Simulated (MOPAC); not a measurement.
Input for MOPAC: AM1 on Sb2, a point of a bond scan (R = 2.488 Å).

```
AM1 1SCF PRECISE CHARGE=0 THREADS=1
Sb2

Sb    -0.00000000 1    -0.00000000 1    -1.24399440 1
Sb     0.00000000 1     0.00000000 1     1.24399440 1
```

It printed:

```
*******************************************************************************
 **                                                                           **
 **                              MOPAC v23.2.5                                **
 **                                                                           **
 *******************************************************************************
 ** MOPAC's Digital Object Identifier: https://doi.org/10.5281/zenodo.6511958 **
 **                                                                           **
 ** Please cite the open-source release paper for use of this MOPAC version:  **
 ** J. E. Moussa and J. J. P. Stewart (2026)                                  **
 ** MOPAC: An open-source semiempirical molecular orbital program             **
 ** J. Open Source Softw., 11(119), 8025, https://doi.org/10.21105/joss.08025 **
 *******************************************************************************

                              AM1 CALCULATION RESULTS

 *******************************************************************************
 *  AM1        - The AM1 Hamiltonian to be used
 *
 *
 *
 *                 CHARGE ON SYSTEM = 0
 *
 *
 *
 *  PRECISE    - TIGHTER CRITERIA TO BE USED
 *  1SCF       - DO 1 SCF AND THEN STOP
 *  THREADS=1  - MULTI-THREADING NOT USED
 *  T=         - A TIME OF 172800.0 SECONDS REQUESTED
 *  DUMP=N     - RESTART FILE WRITTEN EVERY 7200.0 SECONDS REQUESTED
 *******************************************************************************
AM1 1SCF PRECISE CHARGE=0 THREADS=1
 Sb2

   ATOM   CHEMICAL          X               Y               Z
  NUMBER   SYMBOL      (ANGSTROMS)     (ANGSTROMS)     (ANGSTROMS)

     1      Sb         -0.00000000  *  -0.00000000  *  -1.24399440  *
     2      Sb          0.00000000  *   0.00000000  *   1.24399440  *



          CARTESIAN COORDINATES

    NO.       ATOM           X           Y           Z

     1        Sb         -0.0000     -0.0000     -1.2440
     2        Sb          0.0000      0.0000      1.2440

 Sb: (AM1): J. J. P. STEWART, J. MOL. MOD., 10, 155-164 (2004)

           Empirical Formula: Sb2  =     2 atoms



      MOLECULAR POINT GROUP   :   D*h


      RHF CALCULATION, NO. OF DOUBLY OCCUPIED LEVELS = 5


 -------------------------------------------------------------------------------
 AM1 1SCF PRECISE CHARGE=0 THREADS=1
 Sb2



     1SCF WAS SPECIFIED, SO BFGS WAS NOT USED
     SCF FIELD WAS ACHIEVED


                              AM1 CALCULATION
                                                       MOPAC v23.2.5 Linux




          FINAL HEAT OF FORMATION =         68.51396 KCAL/MOL =     286.66240 KJ/MOL


          COSMO AREA              =        119.24 SQUARE ANGSTROMS
          COSMO VOLUME            =        114.55 CUBIC ANGSTROMS

          IONIZATION POTENTIAL    =          7.611448 EV
          HOMO LUMO ENERGIES (EV) =         -7.611 -1.781
          NO. OF FILLED LEVELS    =          5
          MOLECULAR WEIGHT        =        243.5000         POINT GROUP:  D*h

          MOLECULAR DIMENSIONS (Angstroms)

            Atom       Atom       Distance
           Sb     2   Sb     1     2.48799
           Sb     2   Sb     1     0.00000
           Sb     1   Sb     2     0.00000


          SCF CALCULATIONS        =          1





   ATOM   CHEMICAL          X               Y               Z
  NUMBER   SYMBOL      (ANGSTROMS)     (ANGSTROMS)     (ANGSTROMS)

     1      Sb         -0.00000000  *  -0.00000000  *  -1.24399440  *
     2      Sb          0.00000000  *   0.00000000  *   1.24399440  *

                             CARTESIAN COORDINATES

   1   Sb       -0.000000000    -0.000000000    -1.243994400
   2   Sb        0.000000000     0.000000000     1.243994400


           Empirical Formula: Sb2  =     2 atoms



      MOLECULAR POINT GROUP   :   D*h


                  EIGENVALUES
 -20.01461 -15.34386  -8.63271  -7.61145  -7.61145  -1.78147  -1.78147  -0.12825


              NET ATOMIC CHARGES AND DIPOLE CONTRIBUTIONS

  ATOM NO.   TYPE          CHARGE      No. of ELECS.   s-Pop       p-Pop
    1         Sb          -0.000000        5.0000     1.96107     3.03893
    2         Sb           0.000000        5.0000     1.96107     3.03893
 DIPOLE           X         Y         Z       TOTAL
 POINT-CHG.     0.000     0.000     0.000     0.000
 HYBRID         0.000    -0.000    -0.000     0.000
 SUM            0.000    -0.000     0.000     0.000


          ATOMIC ORBITAL ELECTRON POPULATIONS

     Atom    s        px        py        pz
    1 Sb   1.96107   1.00000   1.00000   1.03893
    2 Sb   1.96107   1.00000   1.00000   1.03893

 **********************
 *                    *
 * JOB ENDED NORMALLY *
 *                    *
 **********************




 == MOPAC DONE ==
```

The run finished.

Cost: very roughly 0.03 core-seconds.
